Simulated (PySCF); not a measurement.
# C6H10N: g tensor and hyperfine couplings

Compound: C6H10N (doublet state).
Z-matrix (Å and degrees, GFN2-xTB geometry), rows numbered from 1:
```
C 
C   1  1.3265
C   2  1.4555  1  124.35
C   3  1.3307  2  121.75  1  -165.70
C   3  1.5242  2  116.74  1    13.23
N   5  1.4132  3  113.81  2   -59.01
C   6  1.4102  5  115.95  3   -64.56
H   1  1.0769  2  122.05  3   178.64
H   1  1.0802  2  120.55  3     0.55
H   2  1.0835  1  120.64  3  -178.73
H   4  1.0772  3  122.48  2   179.15
H   4  1.0779  3  121.35  2    -0.72
H   5  1.1021  3  106.88  2   178.51
H   5  1.0957  3  108.90  2    60.91
H   7  1.0987  6  114.73  5    19.02
H   7  1.0999  6  108.57  5  -102.01
H   7  1.0931  6  108.78  5   142.82
```

The hyperfine couplings belong to this conformer and change with its torsions.

Identity: `C(=C)(C=C)C[N]C` [radical].

Method: UKS B3LYP, pcH-1 on C H N, non-relativistic, mean-field spin-orbit, GIAO (PySCF 2.14.0). The structure is a single GFN2-xTB conformer in the gas phase; no vibrational or solvent corrections. Couplings are sensitive to structure, and on GFN2-xTB geometries they can be far from those on DFT ones. The frame is twisted about the C2–C3 bond at this geometry (dihedral H10–C2–C3–C4 = 13°); couplings at other torsion angles weren't computed. The SCF solution wasn't tested for stability.

```
g1, g2, g3                      : 2.00208, 2.00388, 2.00742
g_iso                           : 2.00446
Form of g                       : rhombic: the two nearest values differ by 34 % of g3 − g1
⟨S²⟩                            : 0.7539 (exact 0.7500)
HOMO–LUMO gap, α and β orbitals : 5.49, 4.30 eV
Total energy                    : -289.32591 Eh
Basis functions                 : 275
```

Hyperfine couplings atom by atom, in G; T1 to T3 are the principal values of the dipolar part; ρ(0) is the spin density at the nucleus (MHz turned into gauss with g_iso; 10 G = 1 mT):

| atom | isotope | a_iso | T1 | T2 | T3 | Mulliken spin population | ρ(0) (bohr⁻³) |
| --- | --- | --- | --- | --- | --- | --- | --- |
| C1 | 13C | 3.1 | -0.9 | -0.7 | 1.6 | 0.02 | 0.0077 |
| C2 | 13C | -0.9 | -0.4 | -0.1 | 0.4 | 0.00 | -0.0022 |
| C3 | 13C | 17.1 | -2.4 | -1.6 | 4.0 | 0.05 | 0.0427 |
| C4 | 13C | -0.6 | -0.8 | 0.1 | 0.8 | -0.01 | -0.0015 |
| C5 | 13C | -11.5 | -1.3 | -0.4 | 1.7 | -0.06 | -0.0287 |
| N6 | 14N | 12.5 | -15.2 | -15.0 | 30.2 | 0.89 | 0.1088 |
| C7 | 13C | -12.0 | -1.4 | 0.0 | 1.4 | -0.06 | -0.0300 |
| H8 | 1H | 2.0 | -0.7 | -0.4 | 1.2 | 0.00 | 0.0013 |
| H9 | 1H | 2.0 | -3.3 | -2.0 | 5.2 | -0.01 | 0.0012 |
| H10 | 1H | 2.3 | -0.5 | -0.4 | 0.9 | 0.00 | 0.0014 |
| H11 | 1H | 0.4 | -0.6 | -0.5 | 1.2 | 0.00 | 0.0003 |
| H12 | 1H | 1.4 | -0.4 | -0.2 | 0.7 | 0.00 | 0.0009 |
| H13 | 1H | 44.0 | -2.1 | -1.4 | 3.5 | 0.06 | 0.0276 |
| H14 | 1H | 0.4 | -2.1 | -1.8 | 3.9 | 0.00 | 0.0003 |
| H15 | 1H | 6.3 | -1.8 | -1.6 | 3.3 | 0.01 | 0.0039 |
| H16 | 1H | 59.6 | -2.3 | -1.4 | 3.7 | 0.07 | 0.0374 |
| H17 | 1H | 25.0 | -2.1 | -1.7 | 3.8 | 0.03 | 0.0157 |

Largest spin populations (Mulliken): N6 (+0.89), H16 (+0.07), C5 (-0.06) and C7 (-0.06). N6 is the only atom above +0.15.

Under fast tumbling the dipolar parts average out, and these isotropic splittings remain (the largest six): 3 × 1H (H15/H16/H17, I = 1/2, 4 lines) with 3.03 mT, 2 × 1H (H13/H14, I = 1/2, 3 lines) with 2.22 mT, 1 × 14N (N6, I = 1, 3 lines) with 1.25 mT, 1 × 1H (H10, I = 1/2, 2 lines) with 0.23 mT, 1 × 1H (H8, I = 1/2, 2 lines) with 0.20 mT and 1 × 1H (H9, I = 1/2, 2 lines) with 0.20 mT.

Means are taken over nuclei equivalent by connectivity, which assumes that they swap fast. The three 1H nuclei of mean +84.9 MHz run from 17.5 to 167.1 MHz in the frozen geometry. The 1H value of +62.4 MHz is a mean of couplings from 1.2 to 123.6 MHz in this one geometry, not an average over conformers.

The 13C coupling of C3 (48.0 MHz) shows only in satellite lines or after enrichment, since that isotope makes up about 1.07 % of natural carbon.

Hardware: one thread of an Arm Neoverse V1, on a shared host. Cost: 62 s of wall time (with the writing of density and orbital grids), 1.1 GiB resident at most.
